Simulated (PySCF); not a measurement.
# Spinor energies of Au³⁹⁺ (gold, charge +39)

Start: [Kr] 4d4; 4d3/2 filled at m_j = -3/2, -1/2, +1/2, +3/2. Calculated with PySCF 2.14 in an uncontracted even-tempered set (16 s from 4.6 bohr⁻², ratio 2.8; 14 p from 5.9 bohr⁻², ratio 2.8; 9 d from 5.9 bohr⁻², ratio 2.8; 3 f from 23 bohr⁻², ratio 3): generalised Hartree-Fock with the X2C-1e Hamiltonian and a Gaussian nucleus; one run each with spin-orbit coupling (SO) switched off, then screened by Boettger's factors.

```json
{"spinor shell": "1s1/2", "electrons": "2", "ε, spin-free (eV)": "-82912.4", "ε, screened SO (eV)": "-82878.5", "weight of nominal j (screened SO)": "1.000", "rms radius, screened SO (bohr)": "0.0190"}
{"spinor shell": "2s1/2", "electrons": "2", "ε, spin-free (eV)": "-16215.3", "ε, screened SO (eV)": "-16203.0", "weight of nominal j (screened SO)": "1.000", "rms radius, screened SO (bohr)": "0.0769"}
{"spinor shell": "2p1/2", "electrons": "2", "ε, spin-free (eV)": "-14266.8", "ε, screened SO (eV)": "-15590.3", "weight of nominal j (screened SO)": "1.000", "rms radius, screened SO (bohr)": "0.0651"}
{"spinor shell": "3s1/2", "electrons": "2", "ε, spin-free (eV)": "-5184.3", "ε, screened SO (eV)": "-5179.2", "weight of nominal j (screened SO)": "1.000", "rms radius, screened SO (bohr)": "0.194"}
{"spinor shell": "3p1/2", "electrons": "2", "ε, spin-free (eV)": "-4606.2", "ε, screened SO (eV)": "-4906.8", "weight of nominal j (screened SO)": "1.000", "rms radius, screened SO (bohr)": "0.186"}
{"spinor shell": "3p3/2", "electrons": "4", "ε, spin-free (eV)": "-4606.2", "ε, screened SO (eV)": "-4482.6", "weight of nominal j (screened SO)": "1.000", "rms radius, screened SO (bohr)": "0.201"}
{"spinor shell": "3d3/2", "electrons": "4", "ε, spin-free (eV)": "-3989.6", "ε, screened SO (eV)": "-4045.2", "weight of nominal j (screened SO)": "1.000", "rms radius, screened SO (bohr)": "0.176"}
{"spinor shell": "3d5/2", "electrons": "6", "ε, spin-free (eV)": "-3989.6", "ε, screened SO (eV)": "-3947.0", "weight of nominal j (screened SO)": "1.000", "rms radius, screened SO (bohr)": "0.180"}
{"spinor shell": "4s1/2", "electrons": "2", "ε, spin-free (eV)": "-2279.5", "ε, screened SO (eV)": "-2277.3", "weight of nominal j (screened SO)": "1.000", "rms radius, screened SO (bohr)": "0.406"}
{"spinor shell": "4p1/2", "electrons": "2", "ε, spin-free (eV)": "-2061.8", "ε, screened SO (eV)": "-2166.5", "weight of nominal j (screened SO)": "1.000", "rms radius, screened SO (bohr)": "0.405"}
{"spinor shell": "4p3/2", "electrons": "4", "ε, spin-free (eV)": "-2061.8", "ε, screened SO (eV)": "-2017.2", "weight of nominal j (screened SO)": "1.000", "rms radius, screened SO (bohr)": "0.434"}
{"spinor shell": "4d3/2", "electrons": "4", "ε, spin-free (eV)": "-1837.4", "ε, screened SO (eV)": "-1847.3", "weight of nominal j (screened SO)": "1.000", "rms radius, screened SO (bohr)": "0.416"}
```

(1) Where does 2p3/2 lie, and what is the 2p spin-orbit splitting (screened SO)?

```json
{"quantity": "E (hartree)", "spin-free": "-18064.20787", "screened SO": "-18095.86000"}
{"quantity": "M_J", "spin-free": "0", "screened SO": "0"}
{"quantity": "⟨J²⟩", "spin-free": "4.001", "screened SO": "0.000"}
{"quantity": "⟨L²⟩", "spin-free": "6.001", "screened SO": "2.511"}
{"quantity": "⟨S²⟩", "spin-free": "6.000", "screened SO": "2.511"}
```

Breit and QED terms are absent; they matter most for the inner s and p1/2 levels.

Densities and radii are taken from the X2C orbitals without a picture-change correction, which distorts them close to the nucleus.

Without spin-orbit coupling the j labels of p, d and f shells carry no meaning; the spin-free column gives the mean over the occupied spinors of each nl shell, and its ⟨J²⟩ belongs to a mixture of degenerate components.

Results:

(1) At -13743.1 eV, 1847.2 eV above 2p1/2.
